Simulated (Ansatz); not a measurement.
A set of 12 reactions (atomization), with CCSD(T)/CBS values in kJ/mol:

```csv
reaction,ΔE
`[AlH2][NH][SiH2][SiH3]` → Al• + 8 H• + N• + 2 Si•,3585.3
`BN([SiH3])[SiH2]Cl` → B• + Cl• + 7 H• + N• + 2 Si•,4016.4
`F[SiH]1CC[S][Zn]1` → 2 C• + F• + 5 H• + S• + Si• + Zn (atom),3833.3
`C[SiH]1[CH2][Al]1[SH]` → Al• + 2 C• + 7 H• + S• + Si•,4078.6
`N#CB(C#N)C#N` → B• + 3 C• + 3 N•,3753.0
`C=C1O[SiH2]C1N` → 3 C• + 7 H• + N• + O• + Si•,5106.5
`CSC#[C][AlH2]` → Al• + 3 C• + 5 H• + S•,3666.2
`[OH][AlH][CH2]O[SiH3]` → Al• + C• + 7 H• + 2 O• + Si•,4165.9
`NC/C=C\F` → 3 C• + F• + 6 H• + N•,4326.0
`CNC(N)=O` → 2 C• + 6 H• + 2 N• + O•,4350.0
`C[As]1N[SiH2]1` → As• + C• + 6 H• + N• + Si•,3246.6
`NC1(F)C=N1` → 2 C• + F• + 3 H• + 2 N•,3152.8
```

Gas-phase electronic energies from Ansatz, PBE0-D4/def2-TZVP geometries. CCSD(T)/CBS adds triple-zeta CCSD(T) − MP2 to the extrapolated MP2 energy (def2 sets, frozen cores). This one scheme is used for every species, atoms too. DFT in def2-TZVPP. B3LYP here is the variant with VWN-RPA as its local correlation; programs differ in this. No spin–orbit coupling; open shells (•) take unrestricted orbitals. Spin–orbit coupling would lower the free atoms: a little for Al, B, C, Cl, F, O, S, Si. For As, Zn outer-core shells are correlated without core-valence functions, so the limit isn't a true one: a few kJ/mol of doubt a bond, and 10 to 20 or more in all where bonds break to atoms. Scalar relativity is left out up to krypton. One conformer a species, not always the lowest.

(1) Give the mean, mean absolute and largest difference (level minus CCSD(T)/CBS, kJ/mol) for: r2SCAN-D4, PBE0-D4, B2PLYP, PBE, PBE0, B3LYP, HF/def2-TZVPP, SCS-MP2/def2-TZVPP, CCSD/def2-TZVPP, CCSD(T)/def2-TZVPP, HF/def2-QZVPP, MP2/def2-QZVPP, SCS-MP2/def2-QZVPP, MP2/CBS(def2). (An estimate is asked.)

The largest T1 diagnostic in the set is 0.018, for Al• (customary mark 0.045).

CCSD(T)/CBS is a level of theory with its own doubt, and the functionals carry their triple-zeta basis error, so these figures describe this set and don't rank the functionals.

Results:

(1) The calculation gave: 
```json
{"level": "r2SCAN-D4", "mean": "11.4", "mean absolute": "17.0", "largest": "34.2"}
{"level": "PBE0-D4", "mean": "10.8", "mean absolute": "38.6", "largest": "77.4"}
{"level": "B2PLYP", "mean": "-37.5", "mean absolute": "45.2", "largest": "-69.9"}
{"level": "PBE", "mean": "73.8", "mean absolute": "97.1", "largest": "269.4"}
{"level": "PBE0", "mean": "-9.0", "mean absolute": "37.8", "largest": "-88.6"}
{"level": "B3LYP", "mean": "-31.1", "mean absolute": "38.6", "largest": "-91.0"}
{"level": "HF/def2-TZVPP", "mean": "-1157.3", "mean absolute": "1157.3", "largest": "-1507.9"}
{"level": "SCS-MP2/def2-TZVPP", "mean": "-52.5", "mean absolute": "59.9", "largest": "-82.2"}
{"level": "CCSD/def2-TZVPP", "mean": "-184.4", "mean absolute": "184.4", "largest": "-246.0"}
{"level": "CCSD(T)/def2-TZVPP", "mean": "-114.9", "mean absolute": "114.9", "largest": "-145.9"}
{"level": "HF/def2-QZVPP", "mean": "-1150.2", "mean absolute": "1150.2", "largest": "-1499.1"}
{"level": "MP2/def2-QZVPP", "mean": "29.1", "mean absolute": "45.6", "largest": "169.4"}
{"level": "SCS-MP2/def2-QZVPP", "mean": "25.0", "mean absolute": "27.1", "largest": "129.5"}
{"level": "MP2/CBS(def2)", "mean": "75.6", "mean absolute": "79.0", "largest": "219.3"}
```
